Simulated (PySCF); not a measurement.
C5H2F4.
InChI=1S/C5H2F4/c6-2-3-1-4(3)5(7,8)9/h1-2H/b3-2+

Method used: PBE0/def2-SVPD in PySCF (dipole) on a GFN2-xTB geometry, gas phase.

Masses are those of the commonest isotopes; rigid-rotor values at the optimised geometry. 

Question: Give the principal moments of inertia and the rotational constants in GHz.

Answer: Ia = 131.66, Ib = 637.04, Ic = 680.58 u·Å²; 505379 MHz·u·Å²/I gives 3839, 793.3 and 742.6 MHz, that is A = 3.8386, B = 0.7933, C = 0.7426 GHz.

Question: What kind of rotor is it?

Answer: A near-prolate asymmetric top; Ray's κ = -0.967.

Question: Is it planar, by Δ = Ic − Ia − Ib?

Answer: Not planar: Δ = Ic − Ia − Ib = -88.11 u·Å². For a rigid frame Δ = −2 Σ m c², so Σ m c² = 44.06 u·Å² lies off the ab plane: 0.00 from hydrogen and 44.06 from heavier atoms. The atom farthest from that plane is 1.08 Å away.

Question: Give the other two planar moments, Paa and Pbb, and the rms extents of the mass along the axes.

Answer: Paa = Σ m a² = (Ib + Ic − Ia)/2 = 592.98 and Pbb = Σ m b² = (Ia + Ic − Ib)/2 = 87.60 u·Å². With the mass M = 138.01 u, the rms extents √(P/M) along a, b and c are 2.07, 0.80, 0.57 Å.

Question: Which lines would a microwave search look for?

Answer: The dipole components are |μa| = 0.48 D, |μb| = 1.54 D, |μc| = 0.00 D; the mirror of this Cs structure is the ab plane, so μc vanishes by symmetry and there are no c-type lines. The squared components, which scale the intensities, stand as 0.10 : 1.00 (a : b). Some lines, for components of 0.1 D or more:

```json
{"type": "a", "branch": "R", "J(Ka,Kc)": "1(0,1) ← 0(0,0)", "MHz": "1536", "lower level (cm⁻¹)": "0.000"}
{"type": "b", "branch": "R", "J(Ka,Kc)": "3(0,3) ← 2(1,2)", "MHz": "1610", "lower level (cm⁻¹)": "0.254"}
{"type": "a", "branch": "R", "J(Ka,Kc)": "2(1,2) ← 1(1,1)", "MHz": "3021", "lower level (cm⁻¹)": "0.153"}
{"type": "b", "branch": "Q", "J(Ka,Kc)": "1(1,0) ← 1(0,1)", "MHz": "3096", "lower level (cm⁻¹)": "0.051"}
{"type": "a", "branch": "R", "J(Ka,Kc)": "2(1,1) ← 1(1,0)", "MHz": "3123", "lower level (cm⁻¹)": "0.155"}
{"type": "b", "branch": "Q", "J(Ka,Kc)": "2(1,1) ← 2(0,2)", "MHz": "3147", "lower level (cm⁻¹)": "0.154"}
{"type": "b", "branch": "Q", "J(Ka,Kc)": "3(1,2) ← 3(0,3)", "MHz": "3226", "lower level (cm⁻¹)": "0.307"}
{"type": "a", "branch": "R", "J(Ka,Kc)": "3(0,3) ← 2(0,2)", "MHz": "4605", "lower level (cm⁻¹)": "0.154"}
{"type": "a", "branch": "R", "J(Ka,Kc)": "3(1,2) ← 2(1,1)", "MHz": "4683", "lower level (cm⁻¹)": "0.259"}
{"type": "b", "branch": "R", "J(Ka,Kc)": "3(1,3) ← 2(0,2)", "MHz": "7526", "lower level (cm⁻¹)": "0.154"}
{"type": "b", "branch": "Q", "J(Ka,Kc)": "3(2,1) ← 3(1,2)", "MHz": "9063", "lower level (cm⁻¹)": "0.415"}
{"type": "b", "branch": "Q", "J(Ka,Kc)": "2(2,1) ← 2(1,2)", "MHz": "9288", "lower level (cm⁻¹)": "0.254"}
{"type": "b", "branch": "Q", "J(Ka,Kc)": "3(2,2) ← 3(1,3)", "MHz": "9365", "lower level (cm⁻¹)": "0.405"}
{"type": "b", "branch": "R", "J(Ka,Kc)": "2(2,1) ← 1(1,0)", "MHz": "12258", "lower level (cm⁻¹)": "0.155"}
{"type": "b", "branch": "R", "J(Ka,Kc)": "3(2,2) ← 2(1,1)", "MHz": "13743", "lower level (cm⁻¹)": "0.259"}
{"type": "b", "branch": "Q", "J(Ka,Kc)": "3(3,0) ← 3(2,1)", "MHz": "15350", "lower level (cm⁻¹)": "0.717"}
```

Question: Estimate the classical rotational partition function at 25 K, 50 K and 500 K.

Answer: Point group Cs, symmetry number σ = 1; q = (√π/σ)·√((kT/h)³/(ABC)), k/h = 20836.6 MHz/K: 14000 at 25 K, 39600 at 50 K, 1250000 at 500 K.

Not checked by GFN2-xTB frequencies. No vibrational averaging or centrifugal distortion is included, and the geometry carries the error of its method.

Conformer computed: `[F:1]/[CH:2]=[C:3]1[CH:4]=[C:5]\1[C:6]([F:7])([F:8])[F:9]`: C4–C5–C6–F7 120°.
